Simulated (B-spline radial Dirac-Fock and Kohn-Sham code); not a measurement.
Kohn-Sham estimates against Dirac-Fock for the levels of Gd³⁵⁺

System: gadolinium as Gd³⁵⁺, configuration 1s2 2s2 2p6 3s2 3p6 3d10 4s1.

The density-functional columns are spherical, spin-unpolarised Dirac-Kohn-Sham results without Breit or QED terms: −ε is minus the orbital energy of the initial state and ΔSCF the difference of two total energies. The reference in the last column comes from Dirac-Fock (average of configuration) total-energy differences with a finite nucleus, the Breit interaction including its frequency dependence, and self-energy and vacuum-polarisation corrections. All numbers are from a B-spline atomic structure program, in eV; a selection of levels is shown. The Kohn-Sham columns are given as differences from the reference. For the 1s level of heavy atoms much of the gap between ΔSCF and the reference is the Breit and QED part, -215.6 eV here; for other levels the error of the functional can be larger.

```csv
level,LDA −ε − DF,LDA ΔSCF − DF,Dirac-Fock
K,-280.3,+205.3,51721.9
L1,-164.1,-55.0,9827.4
L2,-125.9,+6.1,9384.7
L3,-133.2,-12.1,8693.5
M2,-71.0,-22.2,3057.6
M3,-70.1,-23.5,2907.2
M4,-50.9,+1.5,2592.3
M5,-51.8,-0.2,2559.9
N1,-16.2,+6.1,1530.7
```

For the outermost level NIST gives 1532.3 ± 0.3 eV (semi-empirical); the differences from it are LDA −ε -17.79, LDA ΔSCF +4.55, Dirac-Fock -1.57 eV.

Values without a named source are computed, but for edge energies of neutral atoms, which are taken from tables.
